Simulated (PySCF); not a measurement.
C$_{2}$H$_{5}$O$_{2}$, doublet, at a GFN2-xTB geometry. Base run: PBE/3-21G (PySCF).

Input for PySCF:
```python
from pyscf import gto, scf, dft

mol = gto.M(
    atom='''
O     1.418045   -0.014869    0.725216
C     0.839682   -0.327337   -0.393728
C    -0.760296   -0.438107   -0.183920
O    -1.327442    0.778304    0.086944
H     0.979204    0.409820   -1.214570
H     1.088606   -1.350541   -0.748511
H    -0.936806   -1.079162    0.679755
H    -1.144424   -0.892227   -1.105899
H    -1.187717    1.397299   -0.642170
''',
    basis='3-21g',
    charge=0,
    spin=1,
    verbose=4,
)

mf = dft.UKS(mol)
mf.xc = 'pbe'
mf.kernel()
mf.analyze()
```

Variants of this job, named by their change:

```json
[
 {"change": "base", "E (Eh)": "-228.02453", "HOMO (eV)": "-4.54", "dipole (D)": "3.26", "<S^2>": "0.752", "core-seconds (rough)": "7"},
 {"change": "functional = wb97x_v", "E (Eh)": "-228.20602", "HOMO (eV)": "-9.16", "dipole (D)": "3.20", "<S^2>": "0.755", "core-seconds (rough)": "200"},
 {"change": "functional = tpssh", "E (Eh)": "-228.29863", "HOMO (eV)": "-5.68", "dipole (D)": "3.22", "<S^2>": "0.754", "core-seconds (rough)": "20"},
 {"change": "functional = hse06", "E (Eh)": "-228.05907", "HOMO (eV)": "-6.22", "dipole (D)": "3.22", "<S^2>": "0.754", "core-seconds (rough)": "20"},
 {"change": "functional = revpbe", "E (Eh)": "-228.21875", "HOMO (eV)": "-4.55", "dipole (D)": "3.24", "<S^2>": "0.752", "core-seconds (rough)": "10"},
 {"change": "functional = camb3lyp", "E (Eh)": "-228.18802", "HOMO (eV)": "-8.06", "dipole (D)": "3.17", "<S^2>": "0.755", "core-seconds (rough)": "20"},
 {"change": "functional = blyp; dispersion = d3zero", "E (Eh)": "-228.22266", "HOMO (eV)": "-4.41", "dipole (D)": "3.18", "<S^2>": "0.752", "core-seconds (rough)": "8"},
 {"change": "functional = m06", "E (Eh)": "-228.20939", "HOMO (eV)": "-6.40", "dipole (D)": "3.24", "<S^2>": "0.755", "core-seconds (rough)": "20"},
 {"change": "functional = pw6b95", "E (Eh)": "-228.54778", "HOMO (eV)": "-6.75", "dipole (D)": "3.22", "<S^2>": "0.754", "core-seconds (rough)": "10"},
 {"change": "functional = blyp; dispersion = d3bjm", "E (Eh)": "-228.23209", "HOMO (eV)": "-4.41", "dipole (D)": "3.18", "<S^2>": "0.752", "core-seconds (rough)": "8"},
 {"change": "functional = m06l", "E (Eh)": "-228.27791", "HOMO (eV)": "-4.95", "dipole (D)": "3.30", "<S^2>": "0.754", "core-seconds (rough)": "10"},
 {"change": "functional = scan", "E (Eh)": "-228.19953", "HOMO (eV)": "-5.18", "dipole (D)": "3.28", "<S^2>": "0.756", "core-seconds (rough)": "10"},
 {"change": "functional = o3lyp", "E (Eh)": "-228.20701", "HOMO (eV)": "-5.49", "dipole (D)": "3.25", "<S^2>": "0.754", "core-seconds (rough)": "10"}
]
```

Absolute energies of different levels of theory aren't comparable as measures of quality.

Open shells are given as the SCF converged; they aren't shown to be the lowest states, and a large step between rows can be another state.
